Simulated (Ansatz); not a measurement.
A structure relaxed at PBE-D4/def2-TZVP in Ansatz, charge 0, doublet:

```xyz
3

Cu   -0.002    0.000    0.000
Zn    0.225    2.160   -1.187
Zn   -0.223   -2.160    1.187
```

Question: Give its formula and point group.

Answer: the cluster Zn2Cu. Point group D∞h (tolerance 0.1 Å).

Question: Summarise the bond lengths by kind (pairs closer than 1.2 times the sum of covalent radii, bridged metal pairs left out).

Answer: 2 × Cu–Zn 2.47 Å.

The structure comes from a short search, and lower isomers may exist.
